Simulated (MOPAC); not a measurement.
MOPAC input (MNDO):

```
MNDO PRECISE GNORM=0.05 LET XYZ UHF MS=0.5 GEO-OK AUX(PRECISION=9) THREADS=1
CH2N

C     0.03298800 1    0.00617600 1   -0.64515000 1
N    -0.03068400 1   -0.00588800 1    0.58046400 1
H     0.91618900 1    0.29402200 1   -1.22721300 1
H    -0.89932600 1   -0.28985600 1    1.03486900 1
```

From the output:

```
                                                       MOPAC v23.2.5 Linux

          FINAL HEAT OF FORMATION =         57.75845 KCAL/MOL =     241.66134 KJ/MOL

          COSMO AREA              =         64.11 SQUARE ANGSTROMS
          COSMO VOLUME            =         45.96 CUBIC ANGSTROMS

          GRADIENT NORM           =          0.01421          =       0.00710 PER ATOM
          IONIZATION POTENTIAL    =          8.846504 EV
          ALPHA SOMO LUMO (EV)    =         -8.847  1.400
          BETA  SOMO LUMO (EV)    =        -12.435  1.050
          NO. OF ALPHA ELECTRONS  =          6
          NO. OF BETA  ELECTRONS  =          5
          MOLECULAR WEIGHT        =         28.0335         POINT GROUP:  Cs

          MOLECULAR DIMENSIONS (Angstroms)

            Atom       Atom       Distance
            H     4    H     3     2.97932
            N     2    C     1     0.60277
            C     1    H     4     0.00000

          SCF CALCULATIONS        =         13

   ATOM   CHEMICAL          X               Y               Z
  NUMBER   SYMBOL      (ANGSTROMS)     (ANGSTROMS)     (ANGSTROMS)

     1       C          0.11267964  *   0.03280895  *  -0.60767578  *
     2       N         -0.04805338  *  -0.01135242  *   0.61868294  *
     3       H          0.75456195  *   0.23912197  *  -1.42370011  *
     4       H         -0.94805032  *  -0.30652447  *   0.95951740  *

                             CARTESIAN COORDINATES

   1    C        0.112679637     0.032808950    -0.607675784
   2    N       -0.048053378    -0.011352421     0.618682938
   3    H        0.754561950     0.239121969    -1.423700114
   4    H       -0.948050315    -0.306524467     0.959517405

           Empirical Formula: C H2 N  =     4 atoms

      MOLECULAR POINT GROUP   :   Cs

          ALPHA EIGENVALUES
 -36.98270 -23.33758 -17.38310 -14.31023 -12.55247  -8.84650   1.40037   3.30130
   5.36947   7.14084

           BETA EIGENVALUES
 -36.52244 -22.50805 -16.99415 -12.87650 -12.43459   1.05014   1.84276   3.75488
   5.74103   7.77197

              NET ATOMIC CHARGES AND DIPOLE CONTRIBUTIONS

  ATOM NO.   TYPE          CHARGE      No. of ELECS.   s-Pop       p-Pop
    1          C          -0.105141        4.1051     1.34372     2.76142
    2          N          -0.200960        5.2010     1.67210     3.52886
    3          H           0.169272        0.8307     0.83073
    4          H           0.136828        0.8632     0.86317
 DIPOLE           X         Y         Z       TOTAL
 POINT-CHG.    -0.020    -0.013    -0.817     0.818
 HYBRID        -0.341    -0.116    -0.406     0.543
 SUM           -0.361    -0.128    -1.223     1.282

          ATOMIC ORBITAL ELECTRON POPULATIONS

     Atom    s        px        py        pz
    1  C   1.34372   1.02888   0.82180   0.91074
    2  N   1.67210   1.20398   1.20447   1.12041
    3  H   0.83073
    4  H   0.86317

                    (SZ)    =    0.500000
                    (S**2)  =    0.768414

          ATOMIC ORBITAL SPIN POPULATIONS

    Atom   Total    s     px     py     pz
         Atomic
    1  C  0.9547  0.081  0.542  0.164  0.168
    2  N -0.0324  0.023  0.002 -0.103  0.045
    3  H -0.0127 -0.013
    4  H  0.0904  0.090

 **********************
 *                    *
 * JOB ENDED NORMALLY *
 *                    *
 **********************

 == MOPAC DONE ==
```

The geometry given is a B3LYP-D3(BJ)/def2-TZVP minimum.
